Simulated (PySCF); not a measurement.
GeBr3, SMILES [Br][Ge]([Br])[Br], multiplicity 2.

Geometry: ωB97X-D3(BJ)/def2-SVP.

Computed with ωB97X-D3(BJ)/def2-SVP (PySCF).

Frequencies are harmonic and unscaled.

Modes within 1.5 cm⁻¹ of each other (mostly degenerate sets) share a row, with their intensities summed.

```tsv
mode	ν (cm⁻¹)	IR (km/mol)	moving atoms (share of kinetic energy)
1–2	85	1.2	Br 89 %, Ge 11 %
3	120	1.6	Br 59 %, Ge 41 %
4	271	6.8	Br 64 %, Ge 36 %
5–6	335	131.4	Ge 61 %, Br 39 %
```
